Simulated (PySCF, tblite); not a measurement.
C6H14O2Si.
Structure used (GFN2-xTB), in Å, numbered top down from 1:
```xyz
23
C6H14O2Si angstrom
C      2.8969    1.1130    0.3314
Si     1.5245   -0.1453    0.6716
C      1.9242   -1.7570   -0.3106
O      1.1120   -2.3835   -0.9495
O      0.1728    0.5868    0.2163
C     -1.1680    0.2115   -0.0644
C     -2.0394    1.4033    0.3387
C     -1.5622   -1.0327    0.7259
C     -1.2767   -0.0621   -1.5645
H      3.8428    0.7574    0.7259
H      2.6757    2.0614    0.8088
H      3.0297    1.3029   -0.7297
H      1.5060   -0.5822    2.0770
H      2.9698   -2.1355   -0.2744
H     -1.9446    1.5882    1.4059
H     -3.0814    1.2061    0.1037
H     -1.7175    2.2932   -0.1959
H     -0.9544   -1.8765    0.4108
H     -1.4099   -0.8641    1.7891
H     -2.6085   -1.2681    0.5511
H     -0.6321   -0.8966   -1.8278
H     -2.3009   -0.3079   -1.8305
H     -0.9636    0.8148   -2.1258
```

Computed with PBE0/pcSseg-1 in PySCF (dipole) on a GFN2-xTB geometry, gas phase.

Masses are those of the commonest isotopes; rigid-rotor values at the optimised geometry. The values belong to one conformer with, in the numbering `[CH3:1][Si@H:2]([CH:3]=[O:4])[O:5][C:6]([CH3:7])([CH3:8])[CH3:9]`, C1–Si2–C3–O4 -136°, C1–Si2–O5–C6 165°.

Question: What are A, B and C (MHz)?

Answer: Ia = 283.30, Ib = 490.57, Ic = 633.13 u·Å²; 505379 MHz·u·Å²/I gives A = 1784, B = 1030, C = 798.2 MHz.

Question: Classify the top.

Answer: An asymmetric top: κ = (2 × 1030 − 1784 − 798.2)/(1784 − 798.2) = -0.53.

Question: Is it planar, by Δ = Ic − Ia − Ib?

Answer: Not planar: Δ = Ic − Ia − Ib = -140.74 u·Å². For a rigid frame Δ = −2 Σ m c², so Σ m c² = 70.37 u·Å² lies off the ab plane: 23.49 from hydrogen and 46.88 from heavier atoms. The atom farthest from that plane is 2.18 Å away.

Question: Give the other two planar moments, Paa and Pbb, and the rms extents of the mass along the axes.

Answer: Paa = Σ m a² = (Ib + Ic − Ia)/2 = 420.20 and Pbb = Σ m b² = (Ia + Ic − Ib)/2 = 212.93 u·Å². With the mass M = 146.08 u, the rms extents √(P/M) along a, b and c are 1.70, 1.21, 0.69 Å.

Question: Which types of transition are allowed, and where do some lines up to J = 5 fall?

Answer: The dipole components are |μa| = 0.29 D, |μb| = 1.38 D, |μc| = 0.46 D. Intensities carry the squares of the components, which stand as 0.04 : 1.00 : 0.11 (a : b : c). Some lines, for components of 0.1 D or more:

| type | branch | J(Ka,Kc) | MHz | lower level (cm⁻¹) |
| --- | --- | --- | --- | --- |
| c | Q | 1(1,1) ← 1(0,1) | 754 | 0.061 |
| b | Q | 3(1,2) ← 3(0,3) | 1752 | 0.359 |
| b | R | 1(1,1) ← 0(0,0) | 2582 | 0.000 |
| b | Q | 3(2,2) ← 3(1,3) | 3331 | 0.371 |
| b | R | 5(3,2) ← 4(4,1) | 3379 | 1.075 |
| b | Q | 5(1,4) ← 5(0,5) | 3431 | 0.874 |
| c | Q | 5(3,3) ← 5(2,3) | 3475 | 1.067 |
| b | Q | 5(3,2) ← 5(2,3) | 3626 | 1.067 |
| c | Q | 4(3,2) ← 4(2,2) | 3890 | 0.745 |
| b | Q | 4(3,2) ← 4(2,3) | 4488 | 0.725 |
| a | R | 3(2,2) ← 2(2,1) | 5485 | 0.299 |
| b | R | 4(1,3) ← 3(2,2) | 5722 | 0.482 |
| c | Q | 4(4,1) ← 4(3,1) | 5981 | 0.876 |
| b | Q | 5(4,2) ← 5(3,3) | 6016 | 1.183 |
| c | R | 2(2,0) ← 1(1,0) | 6196 | 0.094 |
| a | R | 4(1,4) ← 3(1,3) | 6773 | 0.371 |
| c | R | 3(1,2) ← 2(0,2) | 7065 | 0.181 |
| b | R | 4(1,4) ← 3(0,3) | 7139 | 0.359 |
| a | R | 4(1,3) ← 3(1,2) | 7667 | 0.417 |
| b | R | 5(1,4) ← 4(2,3) | 7905 | 0.725 |
| a | R | 5(2,4) ← 4(2,3) | 9041 | 0.725 |
| a | R | 5(3,3) ← 4(3,2) | 9249 | 0.874 |
| b | R | 4(3,2) ← 3(2,1) | 11547 | 0.489 |
| b | R | 4(3,1) ← 3(2,2) | 11805 | 0.482 |
| b | R | 4(4,1) ← 3(3,0) | 13406 | 0.628 |
| b | R | 5(5,1) ← 4(4,0) | 16977 | 1.075 |

Its GFN2-xTB frequencies are all real (lowest 43 cm⁻¹). Constants of a rigid frame at the computed geometry: no zero-point averaging, no centrifugal distortion. A rigid rotor knows nothing of internal rotation, which can split or shift real lines.

Hardware: one thread of an Arm Neoverse N1 (shared host). Cost: 95 s of wall time, 1.1 GiB resident at most. This is the PBE0/pcSseg-1 job that gave the dipole, with the shieldings it also computed.
